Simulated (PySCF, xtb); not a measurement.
Te(Cl)(SMe) (CH₃ClSTe), SMILES CS[Te]Cl. Other conformers were not sampled.

Harmonic wavenumbers (cm⁻¹) from GFN2-xTB in xtb at its own minimum, in rising order: 62, 111, 139, 183, 332, 379, 706, 942, 943, 1315, 1440, 1449, 3036, 3047, 3058.

Question: What does PySCF with PBE-D3(BJ)/def2-SVP give at its own minimum? (Estimate from the structure and the level; the computed values follow.)

Answer: 66, 115, 147, 192, 326, 358, 671, 919, 923, 1267, 1381, 1396, 2980, 3091, 3110. Paired by order, the mean absolute difference is 30 cm⁻¹ and the zero-point energies are 24.5 and 24.2 kcal/mol.
